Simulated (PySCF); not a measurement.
Tc²⁺ (technetium, charge +2) across methods

[Kr] 4d4 5p1, one real determinant (an excited configuration). All numbers are calculated (PySCF 2.14, scalar relativity through the core potential, in aug-cc-pwCVTZ-PP with ECP28MDF).

```
method  E (hartree)  mean ε 4p β (eV)  mean ε 4d α (eV)  mean ε 5p α (eV)  Σ⟨r²⟩ (bohr²)   ⟨S²⟩
   UHF    -78.71183           -73.069           -34.744           -17.709          35.37  8.753
  PBE0     -79.2052           -67.108           -29.756           -16.429          34.73  8.751
 B3LYP     -79.2295           -66.711           -29.256           -16.259          34.72  8.751
  BP86     -79.2729           -64.857           -27.893           -15.957          34.57  8.750
   LDA     -79.0027           -64.632           -27.857           -15.951          34.70  8.750
   PBE     -79.2136           -64.654           -27.853           -15.848          34.67  8.750
```

Task: Estimate the same row for r2SCAN.

Result: E (hartree) = -79.2481; mean ε 4p β (eV) = -65.421; mean ε 4d α (eV) = -28.317; mean ε 5p α (eV) = -15.900; Σ⟨r²⟩ (bohr²) = 34.59; ⟨S²⟩ = 8.751.

⟨L²⟩ = 8.03 against 12 for a pure F term, so this real determinant mixes terms. Energies and moments cover only the electrons outside the core potential.
